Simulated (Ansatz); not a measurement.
Calculated with Ansatz (gas phase, PBE0-D4/def2-TZVP geometries, no zero-point term in ΔE). CCSD(T)/CBS is the MP2 limit (def2-TZVPP, def2-QZVPP) plus CCSD(T) − MP2 in def2-TZVPP, frozen cores. This one scheme is used for every species. DFT in def2-TZVPP. B3LYP here is the variant with VWN-RPA as its local correlation; programs differ in this. def2 core potentials past Kr. For Te outer-core shells are correlated without core-valence functions, which leaves a few kJ/mol of doubt a bond. Each species was taken in one conformer, which may not be the lowest.

Reaction (substitution at a C–Te bond): `N[SiH2]C(F)[TeH]` + `C=N` → `C=NC(F)[SiH2]N` + H₂Te

| level | ΔE (kJ/mol) | difference from CCSD(T)/CBS |
| --- | --- | --- |
| PBE-D4 | -12.4 | -10.3 |
| r2SCAN-D4 | -17.5 | -15.4 |
| PBE0-D4 | -14.8 | -12.7 |
| B3LYP-D4 | -13.7 | -11.6 |
| ωB97X-V | -17.6 | -15.5 |
| ωB97M-V | -14.2 | -12.1 |
| B2PLYP | -13.7 | -11.6 |
| PBE | -14.5 | -12.4 |
| r2SCAN | -17.5 | -15.4 |
| PBE0 | -16.7 | -14.6 |
| B3LYP | -18.1 | -16.0 |
| HF/def2-TZVPP | -25.5 | -23.4 |
| MP2/def2-TZVPP | -5.6 | -3.5 |
| SCS-MP2/def2-TZVPP | -7.4 | -5.3 |
| CCSD/def2-TZVPP | -12.9 | -10.8 |
| CCSD(T)/def2-TZVPP | -10.3 | -8.2 |
| HF/def2-QZVPP | -24.3 | -22.2 |
| MP2/def2-QZVPP | -0.5 | 1.6 |
| SCS-MP2/def2-QZVPP | -2.8 | -0.7 |
| HF/CBS(def2) | -24.2 | -22.1 |
| MP2/CBS(def2) | 2.6 | 4.7 |
| CCSD/CBS(def2) | -4.7 | -2.6 |
| CCSD(T)/CBS | -2.1 | 0 |

Largest T1 diagnostic among the species: 0.013.

The D4 term adds +4.3 kJ/mol with B3LYP and +2.0 kJ/mol with PBE0; it sums over pairs of atoms, weighted by their polarisabilities, and B3LYP, whose exchange is more repulsive, gets the larger term. In def2-TZVPP, CCSD(T) changes the Hartree–Fock value by +15.2 kJ/mol (the triples alone add +2.6 kJ/mol) and MP2 by +19.9 kJ/mol.
